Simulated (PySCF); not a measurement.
Cr⁺ (chromium, charge +1) across methods

[Ar] 3d4 4p1, one real determinant (an excited configuration). Calculation: PySCF 2.14, in ANO-RCC-VTZP (6s5p3d2f1g, 59 functions); the spin-free X2C one-electron Hamiltonian (Gaussian nucleus).

| method | E (hartree) | mean ε 3p β (eV) | mean ε 3d α (eV) | mean ε 4p α (eV) | Σ⟨r²⟩ (bohr²) | ⟨S²⟩ |
| --- | --- | --- | --- | --- | --- | --- |
| LDA | -1047.971 | -55.820 | -16.441 | -8.545 | 31.72 | 8.750 |
| PBEsol | -1048.984 | -55.620 | -16.264 | -8.463 | 31.84 | 8.750 |
| r2SCAN | -1050.277 | -56.403 | -16.648 | -8.515 | 31.87 | 8.751 |
| PBE | -1050.073 | -55.696 | -16.279 | -8.482 | 31.95 | 8.750 |
| BHandHLYP | -1050.295 | -61.102 | -20.500 | -9.298 | 32.24 | 8.751 |
| UHF | -1049.25206 | -65.434 | -24.556 | -10.154 | 33.12 | 8.752 |
| PBE0 | -1050.104 | -58.466 | -18.465 | -8.994 | 32.06 | 8.751 |
| HSE06 | -1050.125 | -58.076 | -18.032 | -8.645 | 32.03 | 8.751 |

⟨L²⟩ = 8.00 against 12 for a pure F term, so this real determinant mixes terms.
